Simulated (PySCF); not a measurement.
dihydroxy(hydroxysilyl)silane (H6O3Si2), SMILES [SiH2](O)[SiH](O)O. Atoms are numbered in the order given.

```xyz
11

O      1.0891     1.6290     0.5656
Si     1.3544     0.3193    -0.4721
Si    -0.5892    -0.8489     0.0508
O     -1.0558    -0.1206     1.4737
O     -1.6451    -0.6016    -1.2168
H      1.7345     2.3430     0.5777
H      1.4788     0.7696    -1.8913
H      2.6252    -0.3889    -0.1198
H     -0.4810    -2.3071     0.3298
H     -0.6641     0.7605     1.5697
H     -2.5114    -1.0174    -1.1478
```

Coordinates come from a ωB97X-D3(BJ)/def2-SVP optimisation. Other conformers were not sampled.

All values below come from HF/def2-TZVP in PySCF.

Atomic charges (e):

```json
[
 {"atom": "O1", "Mulliken": "-0.70", "meta-Löwdin": "-0.82"},
 {"atom": "Si2", "Mulliken": "0.42", "meta-Löwdin": "0.73"},
 {"atom": "Si3", "Mulliken": "0.73", "meta-Löwdin": "1.12"},
 {"atom": "O4", "Mulliken": "-0.66", "meta-Löwdin": "-0.82"},
 {"atom": "O5", "Mulliken": "-0.65", "meta-Löwdin": "-0.81"},
 {"atom": "H6", "Mulliken": "0.35", "meta-Löwdin": "0.35"},
 {"atom": "H7", "Mulliken": "-0.06", "meta-Löwdin": "-0.15"},
 {"atom": "H8", "Mulliken": "-0.07", "meta-Löwdin": "-0.15"},
 {"atom": "H9", "Mulliken": "-0.08", "meta-Löwdin": "-0.17"},
 {"atom": "H10", "Mulliken": "0.38", "meta-Löwdin": "0.36"},
 {"atom": "H11", "Mulliken": "0.34", "meta-Löwdin": "0.35"}
]
```

Computed Mayer and Wiberg (Löwdin basis) orders of the bonds:
| bond | Mayer | Wiberg |
|---|---|---|
| O1–Si2 | 0.98 | 1.55 |
| Si2–Si3 | 0.96 | 1.01 |
| Si3–O4 | 1.09 | 1.61 |
| Si3–O5 | 1.07 | 1.61 |
| O1–H6 | 0.87 | 1.03 |
| Si2–H7 | 0.96 | 0.95 |
| Si2–H8 | 0.95 | 0.95 |
| Si3–H9 | 0.96 | 0.93 |
| O4–H10 | 0.84 | 1.00 |
| O5–H11 | 0.87 | 1.02 |
